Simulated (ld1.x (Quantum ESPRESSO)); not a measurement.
# What one change does to a pseudopotential (tin (Sn), TM)

```
Element                 : tin (Sn)
Generator               : ld1.x (Quantum ESPRESSO) 7.5
Type                    : norm-conserving Troullier–Martins (Kleinman–Bylander form)
Functional              : PBEsol
Relativity              : scalar-relativistic
Frozen core             : [Kr] 4d10
Valence charge          : 4
Reference configuration : 5s2 5p2
Partial waves           : 5s (bound): rc 1.55 bohr; 5p (bound): rc 2.80 bohr; 5d channel at 0.05 Ry: rc 3.05 bohr
Local potential         : all-electron potential smoothed inside 2.15 bohr (lloc = -1)
Core correction         : Bessel-smoothed model core inside 1.20 bohr
```

Change: core correction none.

Cutoffs: the cutoffs (Ry, on a coarse ladder) from which the occupation-weighted sum of valence levels, in a spherical-Bessel basis at the reference potential, stays within 10 and 1 mRy of its value at 400 Ry; they do not see the model core or the augmentation charge, which bear on the density cutoff. Errors are all-electron minus pseudo energies relative to the spin-unpolarised reference configuration.

Task: How do hardness, ghosts and transferability respond?

Result: The potential gets neither clearly harder nor softer (35 Ry and 100 Ry → 35 Ry and 100 Ry); of the 7 tests that both files solve, the error grows in 1 and shrinks in 4 by more than 15 % and 0.3 meV (median size 27.5 → 13.5 meV); neither file shows a bound ghost.

```csv
quantity,base,changed
"cutoff, loose",35 Ry,35 Ry
"cutoff, tight",100 Ry,100 Ry
bound ghosts,none,none
"error for 5s2 5p1, meV [ΔE 6.90 eV]",-6.5,-2.8
"error for 5s2 5p0, meV [ΔE 20.87 eV]",-57,+3.7
"error for 5s1 5p0, meV [ΔE 51.88 eV]",-315,+103
"error for 5s1 5p2, meV [ΔE 14.58 eV]",-27,+15
"error for 5s2 5p2.3, meV [ΔE -0.85 eV]",+0.2,+0.2
"error for 5s0 5p4, meV [ΔE 14.25 eV]",-62,+84
"error for 5s1 5p3, meV [ΔE 7.01 eV]",-14,+14
s: phases at 3.30 bohr within 0.05 rad from the reference energy up to (Ry; the scan ends near 5),0.3,0.3
p: phases at 3.30 bohr within 0.05 rad from the reference energy up to (Ry; the scan ends near 5),1.5,1.5
d: phases at 3.30 bohr within 0.05 rad from the reference energy up to (Ry; the scan ends near 5),0.5,0.5
```
